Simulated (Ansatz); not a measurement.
Molecule: methylsilylboronic acid, CH7BO2Si (charge 0, singlet). SMILES: C[SiH2]B(O)O
Geometry: optimised at B3LYP-D3(BJ)/def2-TZVP (Ansatz, a quantum-chemistry and plane-wave program).

Cost and difference of B3LYP with Ansatz in habitual basis sets for the atomisation energy (kcal/mol). Terms: 6-31G* and kin with 6d, 5d where marked; valence correlation only; atomisation electronic, to ground-state atoms; no spin-orbit coupling; no dispersion term unless named; LANL2DZ with its own core potentials from Na on; non-relativistic; 6-311+G** with 5d, 6d on Na to Ar in Ansatz; UHF or UKS for open shells. Basis-set limits of correlation are two-point, X^-3; Hartree-Fock from the larger set. Ab initio and DFT rows: single points at B3LYP-D3(BJ) geometries (Ansatz). Costs are core time of energy and forces over that of the cheapest set, on one shared machine, to one figure and rough; under a factor of 2 they don't order.

Coupled cluster (Ansatz) is a level with limits of its own, used here on species with T1 under 0.025 (0.045 for open shells) and stable references: CCSD(T)/CBS(aug-cc-pV(T+d)Z,aug-cc-pV(Q+d)Z).

Value to compare with: 1094.7 kcal/mol.

```json
[
 {"level": "B3LYP/STO-3G", "relative cost": "1×", "atomisation energy (kcal/mol)": "1292.1", "difference": "197.4"},
 {"level": "B3LYP/3-21G", "relative cost": "1×", "atomisation energy (kcal/mol)": "1045.3", "difference": "-49.4"},
 {"level": "B3LYP/LANL2DZ", "relative cost": "2×", "atomisation energy (kcal/mol)": "1035.4", "difference": "-59.3"},
 {"level": "B3LYP/6-31G*", "relative cost": "2×", "atomisation energy (kcal/mol)": "1074.8", "difference": "-19.9"},
 {"level": "B3LYP/6-31G", "relative cost": "2×", "atomisation energy (kcal/mol)": "1024.4", "difference": "-70.3"},
 {"level": "B3LYP/def2-SVP", "relative cost": "2×", "atomisation energy (kcal/mol)": "1088.2", "difference": "-6.5"},
 {"level": "B3LYP/cc-pVDZ", "relative cost": "2×", "atomisation energy (kcal/mol)": "1064.5", "difference": "-30.2"},
 {"level": "B3LYP/6-31G**", "relative cost": "3×", "atomisation energy (kcal/mol)": "1086.6", "difference": "-8.1"},
 {"level": "B3LYP/6-31+G*", "relative cost": "4×", "atomisation energy (kcal/mol)": "1070.1", "difference": "-24.6"},
 {"level": "B3LYP/6-311+G**", "relative cost": "6×", "atomisation energy (kcal/mol)": "1075.5", "difference": "-19.2"}
]
```

The dearest set gives -19.2 kcal/mol. A small set can land close by cancelling terms.
